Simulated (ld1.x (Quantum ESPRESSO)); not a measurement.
Which change was made? (Lu, PAW)

lutetium (Lu), PAW, made with ld1.x (Quantum ESPRESSO) 7.5 (PBE, scalar-relativistic). Core [Kr] 4d10, reference 4f14 5s2 5p6 5d0 6s0 6p0 (charge +3). Waves: 5s (bound): rcut 1.60, rcutus 1.85 bohr; 6s (bound, empty): rcut 1.60, rcutus 1.85 bohr; 5p (bound): rcut 1.75, rcutus 2.15 bohr; 6p (bound, empty): rcut 1.75, rcutus 2.15 bohr; 5d (bound, empty): rcut 2.95, rcutus 3.10 bohr; 5d channel at 2.75 Ry: rcut 2.95, rcutus 3.10 bohr; 4f (bound): rcut 1.00, rcutus 1.20 bohr; 4f channel at 1.45 Ry: rcut 1.00, rcutus 1.20 bohr. Local part: all-electron potential smoothed inside 1.60 bohr (lloc = -1). Core correction: Bessel-smoothed model core inside 1.15 bohr. Augmentation charge: BESSEL, radius 1.05 bohr.

Cutoffs, loose and tight: the cutoffs (Ry, on a coarse ladder) from which the occupation-weighted sum of valence levels, in a spherical-Bessel basis at the reference potential, stays within 10 and 1 mRy of its value at 400 Ry. They do not see the model core or the augmentation charge, which bear on the density cutoff. Test errors are all-electron minus pseudo excitation energies from the reference, over the configurations 4f14 5s2 5p6 5d1 6s2 6p0; 4f14 5s2 5p6 5d1 6s1 6p0; 4f14 5s2 5p6 5d1 6s0 6p0; 4f14 5s2 5p6 5d2 6s0 6p0; 4f14 5s2 5p6 5d1 6s0 6p2; 4f14 5s2 5p6 5d1 6s1.5 6p0; 4f14 5s2 5p6 5d1 6s0 6p1; variants that change the core or the reference have their own tests. The largest error is taken over the tests solved by every variant that gives reliable tests at all, those not shown here included: 4f14 5s2 5p6 5d1 6s0 6p0; 4f14 5s2 5p6 5d1 6s1 6p0; 4f14 5s2 5p6 5d1 6s2 6p0; 4f14 5s2 5p6 5d2 6s0 6p0.

The base gives: outcome: generated, overlap not positive; bound ghosts: not determined (overlap not positive); largest test error (meV): +51.

After one change the result is: outcome: generated, overlap not positive; bound ghosts: not determined (overlap not positive); largest test error (meV): +31. Which change was it?
A. local potential all-electron potential smoothed inside 3.10 bohr (lloc = -1)
B. local potential all-electron potential smoothed inside 2.92 bohr (lloc = -1)
C. waves 4f (bound): rcut 1.00, rcutus 1.26 bohr; 4f channel at 1.45 Ry: rcut 1.00, rcutus 1.26 bohr
D. all radii but the core radius scaled by about 1.06 (s 1.96, p 2.26, d 3.28, f 1.26 bohr, rcut 1.68/1.84/3.12/1.06); local potential all-electron potential smoothed inside 1.68 bohr (lloc = -1); augmentation BESSEL, radius 1.10 bohr

C. The others give: all radii but the core radius scaled by about 1.06 (s 1.96, p 2.26, d 3.28, f 1.26 bohr, rcut 1.68/1.84/3.12/1.06); local potential all-electron potential smoothed inside 1.68 bohr (lloc = -1); augmentation BESSEL, radius 1.10 bohr → outcome: generated, overlap not positive; bound ghosts: not determined (overlap not positive); largest test error (meV): +21 | local potential all-electron potential smoothed inside 2.92 bohr (lloc = -1) → outcome: generated; cutoff, loose: 140 Ry; cutoff, tight: 230 Ry; bound ghosts: none; largest test error (meV): +58 | local potential all-electron potential smoothed inside 3.10 bohr (lloc = -1) → outcome: generated; cutoff, loose: 140 Ry; cutoff, tight: 230 Ry; bound ghosts: none; largest test error (meV): +72. A file whose overlap is not positive is unfit for use, and its test errors describe a broken file.
